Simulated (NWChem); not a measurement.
System: C3H7NSi; SMILES C[C@@H]1N=C[SiH2]1

NWChem input:

```
start job
memory heap 200 mb stack 900 mb global 1100 mb
geometry units angstroms noautosym nocenter noautoz
  C      0.487614    -1.940807    -0.280355
  C      0.052512    -0.704256     0.479239
  N     -1.312590    -0.250107     0.096656
  C     -1.166516     0.978843    -0.250312
  Si     0.697848     1.045613     0.013368
  H      0.531873    -1.756458    -1.365252
  H      1.483782    -2.273967     0.048368
  H     -0.224362    -2.764588    -0.111359
  H      0.057934    -0.913277     1.563385
  H     -2.025175     1.584658    -0.574508
  H      1.259843     1.952465     1.065396
  H      1.559809     1.160147    -1.206312
end
basis spherical
  C library 6-31g*
  N library 6-31g*
  Si library 6-31g*
  H library 6-31g*
end
dft
  xc b3lyp
  iterations 150
end
property
  shielding
end
task dft property
```

Output (shortened):

```
             Northwest Computational Chemistry Package (NWChem) 7.3.0
             --------------------------------------------------------

                             Geometry "geometry" -> ""
                             -------------------------

 Output coordinates in angstroms (scale by  1.889725989 to convert to a.u.)

  No.       Tag          Charge          X              Y              Z
 ---- ---------------- ---------- -------------- -------------- --------------
    1 C                    6.0000     0.48761400    -1.94080700    -0.28035500
    2 C                    6.0000     0.05251200    -0.70425600     0.47923900
    3 N                    7.0000    -1.31259000    -0.25010700     0.09665600
    4 C                    6.0000    -1.16651600     0.97884300    -0.25031200
    5 Si                  14.0000     0.69784800     1.04561300     0.01336800
    6 H                    1.0000     0.53187300    -1.75645800    -1.36525200
    7 H                    1.0000     1.48378200    -2.27396700     0.04836800
    8 H                    1.0000    -0.22436200    -2.76458800    -0.11135900
    9 H                    1.0000     0.05793400    -0.91327700     1.56338500
   10 H                    1.0000    -2.02517500     1.58465800    -0.57450800
   11 H                    1.0000     1.25984300     1.95246500     1.06539600
   12 H                    1.0000     1.55980900     1.16014700    -1.20631200

 Effective nuclear repulsion energy (a.u.)     217.5474247834

                              NWChem Property Module
                              ----------------------

  itol2e modified to match energy
  convergence criterion.

                                 NWChem DFT Module
                                 -----------------

 Summary of "ao basis" -> "ao basis" (spherical)
 ------------------------------------------------------------------------------
       Tag                 Description            Shells   Functions and Types
 ---------------- ------------------------------  ------  ---------------------
 C                           6-31g*                  6       14   3s2p1d
 N                           6-31g*                  6       14   3s2p1d
 Si                          6-31g*                  8       18   4s3p1d
 H                           6-31g*                  2        2   2s

  itol2e modified to match energy
  convergence criterion.

[...]

          -----------------------------------------
          Chemical Shielding Tensors (GIAO, in ppm)
          -----------------------------------------

                                NWChem CPHF Module
                                ------------------

  scftype          =     RHF
  nclosed          =       23
  nopen            =        0
  variables        =     1495
  # of vectors     =        3
  tolerance        = 0.10D-03
  level shift      = 0.00D+00
  max iterations   =       50
  max subspace     =       30

 SCF residual:    2.9415505129671322E-005

Iterative solution of linear equations
  No. of variables     1495
  No. of equations        3
  Maximum subspace       30
        Iterations       50
       Convergence  1.0D-04

   iter   nsub   residual    time
   ----  ------  --------  ---------
     1      3    8.03D-01     102.8
     2      6    1.06D-01     111.5
     3      9    2.18D-03     120.4
     4     12    2.55D-04     129.4
     5     15    1.04D-05     138.8

      Atom:    1  C
        Diamagnetic
    246.6723     -4.2209     -2.0348
     -4.2209    255.0552      4.2336
     -2.0348      4.2336    246.4243

        Paramagnetic
    -82.3923     -2.1048      1.8336
     -2.1048    -75.9993      2.8327
      1.8336      2.8327    -81.1034

        Total Shielding Tensor
    164.2800     -6.3256     -0.2012
     -6.3256    179.0559      7.0663
     -0.2012      7.0663    165.3209

           isotropic =     169.5523
          anisotropy =      21.4412

          Principal Components and Axis System
                 1           2           3
              183.8464    164.5857    160.2247

      1        -0.2921      0.6840      0.6685
      2         0.8925     -0.0562      0.4475
      3         0.3436      0.7274     -0.5940

      Atom:    2  C
        Diamagnetic
    246.0866     -2.2073      0.3080
     -2.2073    252.0811      0.4914
      0.3080      0.4914    236.8584

        Paramagnetic
    -82.5093     -4.7897      7.9865
     -4.7897   -135.5934      7.7112
      7.9865      7.7112   -108.9120

        Total Shielding Tensor
    163.5773     -6.9970      8.2945
     -6.9970    116.4877      8.2027
      8.2945      8.2027    127.9464

           isotropic =     136.0038
          anisotropy =      44.9280

          Principal Components and Axis System
                 1           2           3
              165.9557    131.7632    110.2924

      1         0.9760     -0.1106      0.1877
      2        -0.1065      0.5090      0.8541
      3         0.1900      0.8536     -0.4850

      Atom:    3  N
        Diamagnetic
    324.9344    -12.0085      5.5262
    -12.0085    332.8996     -7.7610
      5.5262     -7.7610    315.4104

        Paramagnetic
   -652.0070    232.4036   -160.5776
    232.4036   -750.1579    225.9696
   -160.5776    225.9696   -262.1693

        Total Shielding Tensor
   -327.0726    220.3951   -155.0514
    220.3951   -417.2583    218.2086
   -155.0514    218.2086     53.2410

           isotropic =    -230.3633
          anisotropy =    -693.6851

          Principal Components and Axis System
                 1           2           3
             -692.8200    149.8187   -148.0886

      1        -0.5866     -0.1688      0.7921
      2         0.7363      0.2961      0.6084
      3        -0.3373      0.9401     -0.0495

      Atom:    4  C
        Diamagnetic
    263.6448      0.6496      4.1779
      0.6496    257.3913     -5.9957
      4.1779     -5.9957    238.6524

[...]
```

Level: B3LYP/6-31G* (spherical d), GIAO. Structure relaxed at the PBE0/def2-SVP level. Not confirmed as a minimum by frequencies. B3LYP is NWChem's, with the RPA form of VWN correlation. The printed shielding anisotropy is the first printed principal value minus the mean of the other two.
